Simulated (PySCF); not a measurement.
**HTlO: fields on a plane**

Method: PBE0 in PySCF with Tl def2-TZVP with ECP60, O def2-TZVP, H def2-TZVP; scalar-relativistic core potentials, no spin–orbit coupling; density-fitted integrals.

The singlet minimum has Tl–H 1.649 Å, Tl–O 1.851 Å; H–Tl–O 180.0°.

The plane holds Tl1 at (0.00, 0.00), O2 at (1.85, 0.00), H3 at (-1.65, 0.00) Å. Columns run from x = -3.75 to 4.05 Å, rows from y = 2.25 (top) to -1.95 Å, in steps of 0.3 Å. Other isomers or separated fragments may lie lower. Core electrons replaced by a potential are absent, the electrostatic potential uses the reduced nuclear charge, and values within about 0.7 Å of such atoms have no physical meaning.

Q: Give the electron localisation function (set to 0 where the density is under 0.005 e/Å³). Lower edges of the bins: '0' 0.000, '1' 0.100, '2' 0.200, '3' 0.300, '4' 0.400, '5' 0.500, '6' 0.600, '7' 0.700, '8' 0.800, '9' 0.900; top 1.00.

A: 
```
000000000000000000000000000
000000000001111111100000000
000000211112221111221100000
000006653223322222343210000
000089986333332224666421000
000899998434554236788641000
000999999436776237888752000
007999999447007347117862000
007999999447007347117862000
000999999436776237888752000
000899998434554236788641000
000089986333332224666421000
000006653223322222343210000
000000211112221111221100000
000000000001111111100000000
```

Q: Give the electrostatic potential (V) (cut at 20 V). Every second row and column.

A: 
```
 0.4  0.5  0.6  0.8  1.1  1.3  1.4  0.9  0.1 -0.7 -1.1 -1.1 -1.0 -0.8
 0.5  0.6  0.7  1.0  1.6  2.7  3.5  2.6  0.4 -1.4 -2.0 -1.8 -1.4 -1.1
 0.5  0.7  1.0  1.6  2.7  7.4 14.9 11.1  2.3 -1.4 -2.5 -2.6 -1.9 -1.4
 0.6  0.8  1.8  7.5  9.2 20.0 20.0 20.0 11.2 20.0 13.7 -2.2 -2.2 -1.5
 0.6  0.8  2.2 20.0 20.0 20.0 20.0 20.0 17.1 20.0 20.0 -1.6 -2.3 -1.6
 0.5  0.7  1.3  2.9  4.4 14.4 20.0 20.0  5.5  3.5  0.2 -2.6 -2.1 -1.5
 0.5  0.6  0.8  1.1  2.0  4.2  6.6  5.1  0.9 -1.7 -2.5 -2.2 -1.7 -1.2
 0.5  0.5  0.7  0.9  1.3  1.9  2.1  1.5  0.2 -1.0 -1.5 -1.4 -1.2 -1.0
```

Spin–orbit coupling, left out here, can matter for elements this heavy.
